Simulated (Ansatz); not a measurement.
C2H7Sb (`[CH3][SbH][CH3]`) at its PBE0-D4/def2-TZVP geometry, where that method's forces vanish. Charge 0, multiplicity 1. Sb: def2 effective core potential.

```xyz
10

C     0.6890    1.1933    0.8306
Sb   -1.1990    0.5198    0.0278
C    -0.4873   -1.4488   -0.5021
H     0.8463    0.7203    1.8006
H     0.6632    2.2744    0.9681
H     1.5063    0.9302    0.1601
H    -0.9000    1.1723   -1.5296
H    -0.3829   -2.0406    0.4079
H    -1.2112   -1.9358   -1.1556
H     0.4755   -1.3850   -1.0077
```

(1) What forces (eV/Å) does B3LYP-D4/def2-TZVPP give on these atoms in the Gaussian-basis code of Ansatz? (Estimate.)

Answers

(1) The calculation gave: 
```
C1   0.261  0.095  0.113
Sb2 -0.351  0.136  0.039
C3   0.096 -0.274 -0.073
H4   0.005  0.032 -0.054
H5   0.017 -0.062 -0.004
H6  -0.037  0.021  0.050
H7   0.012  0.034 -0.077
H8   0.001  0.022 -0.059
H9   0.051  0.016  0.035
H10 -0.055 -0.020  0.029
```

B3LYP here is the variant with VWN-RPA as its local correlation; programs differ in this.
